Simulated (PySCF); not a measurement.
**SMILES C=CB[NH][GeH3], C2H8BGeN: coupling constants with relativity**

Cartesian coordinates in Å; atom numbers follow the order of the lines, from 1:
```xyz
13

C     2.5272    0.2296    0.4653
C     1.1891    0.1521    0.4069
B     0.4448   -0.2841   -0.8913
N    -0.9567   -0.3426   -0.9727
Ge   -2.1878    0.0623    0.3546
H     3.1429   -0.0163   -0.4073
H     3.0660    0.5375    1.3683
H     0.6356    0.4124    1.3214
H     1.0939   -0.5867   -1.8736
H    -1.3597   -0.6397   -1.8550
H    -3.5761   -0.1344   -0.2766
H    -2.0074    1.5191    0.8115
H    -2.0047   -0.8855    1.5517
```

Level of theory for the indirect couplings: PBE0/pcJ-1 (dyall-v2z on Ge), isolated molecule, Gaussian nuclear model, PBE0-D3(BJ)/def2-SVP geometry (PySCF integrals, density fitting).

Non-relativistic values:
```
    coupling              atoms  J (Hz)
1J(73Ge,15N)           Ge5 – N4     2.3
 1J(73Ge,1H)  Ge5 – H11/H12/H13   -93.5
2J(73Ge,11B)           Ge5 – B3     0.3
 2J(73Ge,1H)          Ge5 – H10    -1.8
3J(73Ge,13C)           Ge5 – C2    -2.2
 3J(73Ge,1H)           Ge5 – H9    -5.7
```

What do two-component X2C with spin–orbit coupling give?

Answers


```csv
coupling,atoms,with spin–orbit (Hz)
"1J(73Ge,15N)",Ge5 – N4,1.5
"1J(73Ge,1H)",Ge5 – H11/H12/H13,-103.7
"2J(73Ge,11B)",Ge5 – B3,0.4
"2J(73Ge,1H)",Ge5 – H10,-2.2
"3J(73Ge,13C)",Ge5 – C2,-2.5
"3J(73Ge,1H)",Ge5 – H9,-6.5
```

The largest listed coupling, 1J(73Ge,1H), ends at 1.11 times its non-relativistic value. Equivalent partners are averaged, as under fast rotation.
